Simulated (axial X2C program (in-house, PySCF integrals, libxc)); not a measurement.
Working with the constants of Ca₂

A bond curve at the CCSD(T) level, two-component, was computed with an axial X2C code built on PySCF integrals (basis Ca dyall-cv3z [11s12p6d4f] (cores contracted in-house)) for the state Ω = 0 (closed shell). Its fit gives Re = 4.4297 Å, ωe = 59.4 cm⁻¹, ωexe = 1.08 cm⁻¹ and αe = 7.252e-04 cm⁻¹; the masses are 39.9626 and 39.9626 u. Two-component means X2C with spin–orbit coupling and atomic mean-field Coulomb and Gaunt terms.

Correlated methods: 4 electrons correlated (number of frozen shells: Ca 3 s, 2 p), 304 virtual spin orbitals or spinors in MP2, 90 natural virtuals in coupled cluster.

Task: Find the reduced mass, Be and the force constant.

Result: From the CCSD(T) values: μ = 19.9813 u. Be = 16.8576/(μ Re²) = 0.043 cm⁻¹. k = 5.8918×10⁻⁷ μ ωe² = 0.0415 mdyn/Å.

Task: Estimate the centrifugal constant by the Kratzer relation.

Result: D = 4Be³/ωe² = 9.01e-08 cm⁻¹.

Task: A Morse curve ties αe to the other constants (Pekeris). How well does that hold?

Result: αe(Morse) = 6Be²/ωe × (√(ωexe/Be) − 1) = 7.491e-04 cm⁻¹; the CCSD(T) curve gives 7.252e-04 cm⁻¹, a ratio of 1.03.

Task: Where do the fundamental and the first overtone lie?

Result: ν(1←0) = ωe − 2ωexe = 57.2 cm⁻¹; ν(2←0) = 2ωe − 6ωexe = 112.3 cm⁻¹.

Task: Estimate De from a Morse curve and compare with the computed well depth of 0.113 eV to Ca + Ca.

Result: De(Morse) = ωe²/(4ωexe) = 0.101 eV against 0.113 eV computed, a ratio of 0.89. For De the Morse form works well here.

Occupations by symmetry block were frozen at the best pattern of an incomplete PBE0 search. Dissociation energies refer to the lowest single-determinant-based atoms at the same level and basis. Coupled cluster ran in a truncated set of natural virtual spinors; the MP2 energy of the rest was added. (T) has no such correction and the atoms are truncated less, which lowers De at CCSD(T) by a hundredth of an eV or more. The outer-core s and p shells of the metal are frozen in the correlated rows, which leaves out core–valence correlation; for alkali and alkaline-earth bonds that tends to lengthen them. The levels of this run spread widely (ωe from 52 to 88 cm⁻¹), so these constants depend on the method. The bond is weak, and without diffuse functions and with truncated virtuals even CCSD(T) can be tens of per cent off in De.
